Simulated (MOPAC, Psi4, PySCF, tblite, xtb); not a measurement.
Dimer CH4 ··· H4N+ (SMILES C and [NH4+]) (charge +1) at R = 3.14 Å between the centres of mass, closest contact 2.03 Å (lowest of the rigid-body minima from ten starts at GFN2-xTB). Geometry in Å and degrees:

```
C
H 1 1.0891
H 1 1.0891 2 109.47
H 1 1.0891 2 109.47 3 120.00
H 1 1.0891 2 109.47 4 120.00
H 3 2.0297 1 79.18 2 59.91
N 6 1.0250 3 149.74 1 -179.88
H 7 1.0250 6 109.47 3 179.17
H 7 1.0250 8 109.47 6 -120.00
H 7 1.0250 8 109.47 6 120.00
```

Levels: GFN2-xTB (tblite); SAPT0/jun-cc-pVDZ, frozen core (Psi4); revPBE/def2-TZVP, counterpoise-corrected (Psi4); revPBE-D3(BJ)/def2-TZVP, counterpoise-corrected (Psi4); PBE/def2-TZVP, counterpoise-corrected (Psi4); PBE-D3(BJ)/def2-TZVP, counterpoise-corrected (Psi4); wB97X-D/def2-TZVP, counterpoise-corrected (Psi4); HF/aug-cc-pVTZ, counterpoise-corrected (Psi4); MP2/aug-cc-pVTZ = DF-MP2/aug-cc-pVTZ, frozen core, counterpoise-corrected (Psi4); SCS-MP2/aug-cc-pVTZ = Psi4 1.11 with DF-SCS-MP2/aug-cc-pVTZ, frozen core, counterpoise-corrected; PM6, restricted, heats of formation (MOPAC); PM3, restricted, heats of formation (MOPAC); GFN1-xTB (xtb); RKS-B3LYP/6-31G* = restricted B3LYP/6-31G*, spherical d, no counterpoise correction run with PySCF; RKS-B3LYP/3-21G = restricted B3LYP/3-21G, no counterpoise correction (PySCF); RMP2/3-21G = restricted MP2 (frozen core)/3-21G, no counterpoise correction (PySCF); RKS-BP86/6-31G* = restricted BP86/6-31G*, spherical d, no counterpoise correction (PySCF).

What interaction energy does each level give?


```tsv
method	E_int / kJ/mol
PBE-D3(BJ)/def2-TZVP	-23.41
revPBE-D3(BJ)/def2-TZVP	-21.58
GFN2-xTB	-21.08
MP2/aug-cc-pVTZ	-20.06
PBE/def2-TZVP	-19.45
wB97X-D/def2-TZVP	-18.62
RKS-B3LYP/3-21G	-17.48
SCS-MP2/aug-cc-pVTZ	-17.14
RKS-BP86/6-31G*	-14.91
RKS-B3LYP/6-31G*	-14.88
GFN1-xTB	-13.66
revPBE/def2-TZVP	-12.73
SAPT0/jun-cc-pVDZ	-11.90
RMP2/3-21G	-10.97
HF/aug-cc-pVTZ	-8.67
PM6	-5.59
PM3	-1.87
```
